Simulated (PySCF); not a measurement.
Species: C₅H₁₁BO₃.
InChI=1S/C5H11BO3/c1-9-5-2-4(3-5)6(7)8/h4-5,7-8H,2-3H2,1H3/t4-,5-

The calculation used TDDFT CAM-B3LYP/def2-SVPD, vertical, gas phase, core orbitals frozen in the response (PySCF). One conformer (not necessarily the lowest) at the PBE0-D3(BJ)/def2-SVP geometry, without solvent, vibrations or thermal averaging. Torsions of this conformer, `[CH3:1][O:2][C@H:3]1[CH2:4][C@H:5]([B:6]([OH:7])[OH:8])[CH2:9]1`: C1–O2–C3–C4 -179°, C4–C5–B6–O7 -115°, H–O7–B6–C5 180°, H–O8–B6–C5 -1°.

| state | λ (nm) | E (eV) | f | main configurations (H = HOMO, L = LUMO) |
| --- | --- | --- | --- | --- |
| S1 | 174.6 | 7.10 | 0.012 | H→L (40%), H→L+2 (35%), H→L+1 (16%) |
| S2 | 169.0 | 7.34 | 0.0083 | H→L (45%), H→L+1 (28%), H→L+2 (10%) |
| S3 | 161.7 | 7.67 | 0.0069 | H→L+3 (62%), H→L+2 (21%) |
| S4 | 158.7 | 7.81 | 0.017 | H-1→L (41%), H-2→L (40%) |
| S5 | 157.6 | 7.87 | 0.0029 | H→L+4 (45%), H→L+1 (17%) |
| S6 | 152.3 | 8.14 | 0.010 | H-5→L (36%), H-2→L (10%), H-1→L (10%) |
| S7 | 150.9 | 8.21 | 0.018 | H-1→L (24%), H-2→L (23%) |
| S8 | 150.5 | 8.24 | 0.019 | H-5→L (43%), H→L+4 (8%) |
| S9 | 148.9 | 8.32 | 0.0095 | H-2→L+4 (17%), H-1→L+4 (12%) |
| S10 | 147.0 | 8.44 | 0.029 | H→L+6 (39%), H→L+7 (10%), H→L+8 (10%) |

Triplets (Tamm–Dancoff): T1 6.97 eV, H→L+2 (37%), H→L (25%), H→L+1 (23%); T2 7.24 eV, H→L (55%), H→L+1 (18%), H→L+3 (9%); T3 7.52 eV, H→L+3 (55%), H→L+2 (22%); T4 7.59 eV, H-1→L (16%), H-2→L (14%), H-1→L+4 (11%).

The lowest singlet comes at 175 nm (685 kJ/mol) in the vacuum ultraviolet; it is weak; its leading configuration is HOMO→LUMO (40%). The strongest level in the table is S10 at 8.44 eV (147 nm, f = 0.029). It is the last of those listed, so stronger ones may follow. Löwdin shares by element: HOMO oxygen 50% or more, carbon 30% or more (atoms not listed hold the other 20%); LUMO boron 44%, oxygen 24% or more, hydrogen 9% or more (atoms not listed hold the other 23%). Weighted by f, the mean energy of these states is 8.03 eV. The listed states span 1.33 eV, and the widest gap between neighbours is 0.33 eV (S2 to S3). Orbital energies (eV): HOMO-3 -10.63, HOMO-2 -10.10, HOMO-1 -9.94, HOMO -8.68, LUMO 0.57, LUMO+1 1.39, LUMO+2 1.65. All these states lie below the vertical ionisation energy of 9.44 eV (ΔSCF). Only the lowest 10 singlets were computed, as vertical energies without vibronic structure.

Without π bonds the low states are Rydberg-like; a valence basis with one diffuse set may place them up to an eV too high.
